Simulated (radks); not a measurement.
Results of a calculation; reference values are marked as such.
How relativity changes the ionisation of the tungsten ion W+ ([Xe] 4f14 5d4 6s1) to W2+ ([Xe] 4f14 5d4). Spin-unpolarised spherical Kohn-Sham, LDA (Slater exchange, Perdew-Wang correlation), point nucleus unless stated (finite: rms radius 5.3658 fm), a radial shooting solver on a logarithmic mesh with Libxc functionals. A level marked "c x" has the speed of light scaled by that factor and shares open shells by 2j + 1; other Dirac levels either fill j = l - 1/2 first or share by 2j + 1.

level                               E(W+) (hartree)  E(W2+) (hartree)  IE (eV)   HOMO  <r> HOMO (bohr)
non-rel.                                -15283.1276       -15282.6055   14.208     6s            3.220
scalar-rel.                             -16132.7607       -16132.1720   16.018     5d            1.965
scalar-rel., finite nucleus             -16130.2447       -16129.6562   16.014     5d            1.965
Dirac, 2j+1 shares                      -16156.0853       -16155.4967   16.018  5d5/2            1.997
Dirac, low j first                      -16156.1538       -16155.5703   15.878  5d3/2            1.939
Dirac, 2j+1 shares, finite nucleus      -16153.5459       -16152.9574   16.014  5d5/2            1.997
Dirac, c x 0.75                         -17097.1740       -17096.5045   18.217  5d5/2            2.077
Dirac, c x 0.85                         -16581.0429       -16580.4189   16.980  5d5/2            2.035
Dirac, c x 5                            -15313.2538       -15312.7295   14.267  6s1/2            3.210

NIST Atomic Spectra Database: 16.4 eV (semi-empirical). The relativistic part of the total energy of W+ is -870.4 hartree (Dirac, 2j+1 shares, finite nucleus), 5.7 % of the non-relativistic value. Spin polarisation and multiplet splitting of open shells are left out at every level.

Beside tabulated values, note that relativity, absent from the non-relativistic runs, is large for the heavy elements, and spin-unpolarised runs miss the spin-polarisation part of the exchange energy of open shells.
